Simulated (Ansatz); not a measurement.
C2H6OSSi can be A, `SC1CO[SiH2]1`, or B, `[SiH3]SC1CO1`.

Program: Ansatz. Geometries: PBE0-D4/def2-TZVP. ΔE: electronic, gas phase. CCSD(T)/CBS is the MP2 limit (def2-TZVPP, def2-QZVPP) plus CCSD(T) − MP2 in def2-TZVPP, frozen cores. Functionals use def2-TZVPP. B3LYP here is the variant with VWN-RPA as its local correlation; programs differ in this. One conformer a species, not always the lowest.

A:

```xyz
11

S     1.894    0.385   -1.121
C     0.654    0.418    0.178
C    -0.753    0.982   -0.154
O    -1.608   -0.102    0.281
Si   -0.335   -1.111    0.645
H     1.423   -0.674   -1.800
H     1.114    0.929    1.023
H    -0.880    1.160   -1.224
H    -1.003    1.891    0.400
H    -0.328   -1.606    2.047
H    -0.179   -2.271   -0.276
```

B:

Z-matrix (Å, degrees):
```
Si
S 1 2.138
H 1 1.483 2 112.0
H 1 1.483 2 105.5 3 -119.8
H 1 1.487 2 109.6 3 121.2
C 2 1.790 1 98.4 3 -68.9
O 6 1.408 2 118.7 1 78.4
C 6 1.458 2 119.1 1 147.3
H 6 1.087 2 114.3 1 -62.1
H 8 1.087 6 119.6 2 148.4
H 8 1.087 6 118.6 2 -4.5
```

Problem. Which is lower in electronic energy at CCSD(T)/CBS, and by how much? (Estimate.)

Solution. Ansatz gave: A, by 26.0 kcal/mol.

Problem. Give E(B) − E(A) in kcal/mol with B3LYP-D4, MP2/def2-TZVPP, ωB97M-V, B3LYP, PBE0-D4, CCSD(T)/def2-TZVPP, B2PLYP. (An estimate is asked.)

Solution. The calculation gave: B3LYP-D4 24.1, MP2/def2-TZVPP 25.7, ωB97M-V 25.5, B3LYP 23.2, PBE0-D4 23.2, CCSD(T)/def2-TZVPP 25.5, B2PLYP 24.5. None reverses the order clearly.

Largest T1 diagnostic: 0.012.

The D4 term adds +0.8 kcal/mol with B3LYP and +0.4 kcal/mol with PBE0; it sums over pairs of atoms, weighted by their polarisabilities, and B3LYP, whose exchange is more repulsive, gets the larger term. From PBE to PBE0 (25 % exact exchange), in def2-TZVPP and without D4, E(B) − E(A) moves by +2.5 kcal/mol.
